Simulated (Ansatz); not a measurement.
Cost and result for the atomization energy of C2H6FNOSi, SMILES `C=C[Si](N)(O)F` (12 atoms, 11 bonds).

```xyz
12

C     0.048   -1.635    1.016
C     0.004   -0.322    1.234
Si   -0.063    0.930   -0.122
N    -0.631    0.191   -1.543
O     1.358    1.677   -0.436
F    -0.980    2.128    0.399
H     0.097   -2.356    1.828
H     0.039   -2.044    0.010
H     0.020    0.029    2.264
H    -0.518    0.657   -2.429
H    -1.466   -0.372   -1.530
H     2.092    1.117   -0.691
```

The species carries charge 0 and has multiplicity 1. All single points use the PBE0-D4/def2-TZVP geometry. It is one conformer, not always the lowest. Program: Ansatz. All runs use 4 threads of a server CPU on a shared host. Times are those of one run each, without the atoms' runs, and a repeat can differ threefold. Electronic energies, without spin–orbit coupling; frozen cores. CCSD(T)/CBS adds CCSD(T) − MP2 in def2-TZVPP to the MP2 limit, and its time is that of the two runs behind it. T1 = 0.011. HSE06 is the plane-wave form, built on full-range PBE exchange.

CCSD(T)/CBS is a level of theory with its own doubt, some kJ/mol a heavy atom from the limit and from the frozen cores, so smaller differences don't rank the functionals.

```json
{"level": "LDA (SPW92)/def2-TZVPP", "functions": "281", "wall time": "1.8 s"}
{"level": "revPBE-D4/def2-TZVPP", "functions": "281", "wall time": "2.7 s"}
{"level": "PBE-D4/def2-TZVPP (with forces)", "functions": "281", "wall time": "3.5 s"}
{"level": "r2SCAN-D4/def2-TZVPP (with forces)", "functions": "281", "wall time": "6.5 s"}
{"level": "HSE06-D4/def2-TZVPP", "functions": "281", "wall time": "8.5 s"}
{"level": "BHLYP-D4/def2-TZVPP", "functions": "281", "wall time": "9 s"}
{"level": "CAM-B3LYP-D4/def2-TZVPP", "functions": "281", "wall time": "9.5 s"}
{"level": "PBE-QIDH/def2-TZVPP", "functions": "281", "wall time": "13 s"}
{"level": "ωB97X-V/def2-TZVPP", "functions": "281", "wall time": "14 s"}
{"level": "CCSD(T)/def2-SVP", "functions": "118", "wall time": "15 s"}
{"level": "MP2/def2-QZVPP", "functions": "535", "wall time": "34 s"}
{"level": "CCSD(T)/def2-TZVPP", "functions": "281", "wall time": "6.5 min"}
{"level": "CCSD(T)/CBS(def2)", "functions": "–", "wall time": "7 min"}
```

Task: What atomization energy does each give, and how far from CCSD(T)/CBS? (An estimate is asked.)

Result: The calculation gave: 
```csv
level,atomization (kJ/mol),difference from CCSD(T)/CBS,per bond
LDA (SPW92)/def2-TZVPP,5638.7,695.4,63.2
revPBE-D4/def2-TZVPP,4887.0,-56.3,-5.1
PBE-D4/def2-TZVPP (with forces),5018.6,75.3,6.8
r2SCAN-D4/def2-TZVPP (with forces),4927.3,-16.0,-1.5
HSE06-D4/def2-TZVPP,4917.3,-26.0,-2.4
BHLYP-D4/def2-TZVPP,4766.7,-176.6,-16.1
CAM-B3LYP-D4/def2-TZVPP,4955.9,12.6,1.1
PBE-QIDH/def2-TZVPP,4881.6,-61.7,-5.6
ωB97X-V/def2-TZVPP,4934.8,-8.5,-0.8
CCSD(T)/def2-SVP,4580.8,-362.5,-33.0
MP2/def2-QZVPP,4997.3,54.0,4.9
CCSD(T)/def2-TZVPP,4797.1,-146.2,-13.3
CCSD(T)/CBS(def2),4943.3,0.0,0.0
```

From PBE to PBE0 (25 % exact exchange), in def2-TZVPP and without D4, the atomization energy moves by −100.8 kJ/mol: exact exchange takes away binding that semilocal exchange gives to molecules. At CCSD(T), def2-SVP lies −362.5 kJ/mol from the extrapolated value and def2-TZVPP −146.2 kJ/mol: correlation converges slowly with the basis, and small sets miss more of it in the bonded molecule than in its fragments. In def2-TZVPP, CCSD(T) changes the Hartree–Fock value by +1241.8 kJ/mol (the triples alone add +76.1 kJ/mol) and MP2 by +1354.1 kJ/mol; breaking electron pairs costs correlation energy, which Hartree–Fock lacks.
